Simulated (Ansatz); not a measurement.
C3H5BO (`BC1OC1=C`). Total charge 0; spin multiplicity 1. All single points use the PBE0-D4/def2-TZVP geometry.

```xyz
10

B    -0.767    1.038   -1.159
C     0.549    0.678   -0.463
O     0.665    0.973    0.998
C     0.383   -0.268    0.631
C     0.133   -1.459    1.128
H    -0.894    0.786   -2.320
H    -1.663    1.500   -0.524
H     1.520    0.661   -0.951
H     0.163   -1.628    2.196
H    -0.090   -2.282    0.464
```

Task: What is the dipole moment at B3LYP/def2-TZVPP? (An estimate is asked.)

Result: Computed: 1.36 D, with components (0.28, -0.71, -1.12) D in this frame, pointing from negative to positive charge.

Task: And with PBE, r2SCAN, ωB97M-V? (An estimate is asked.)

Result: Ansatz gave: PBE 1.19 D, r2SCAN 1.26 D, ωB97M-V 1.38 D.

Task: Give the Mulliken charges with B3LYP, PBE, r2SCAN in def2-TZVPP. (Estimate.)

Result: The calculation gave: 
| atom | B3LYP | PBE | r2SCAN |
| --- | --- | --- | --- |
| B1 | -0.08 | -0.06 | -0.02 |
| C2 | 0.01 | -0.01 | 0.04 |
| O3 | -0.29 | -0.21 | -0.28 |
| C4 | 0.20 | 0.15 | 0.21 |
| C5 | -0.27 | -0.23 | -0.26 |
| H6 | 0.04 | 0.03 | 0.02 |
| H7 | 0.06 | 0.04 | 0.03 |
| H8 | 0.11 | 0.10 | 0.07 |
| H9 | 0.11 | 0.10 | 0.10 |
| H10 | 0.11 | 0.10 | 0.10 |

B3LYP here is the variant with VWN-RPA as its local correlation; programs differ in this.
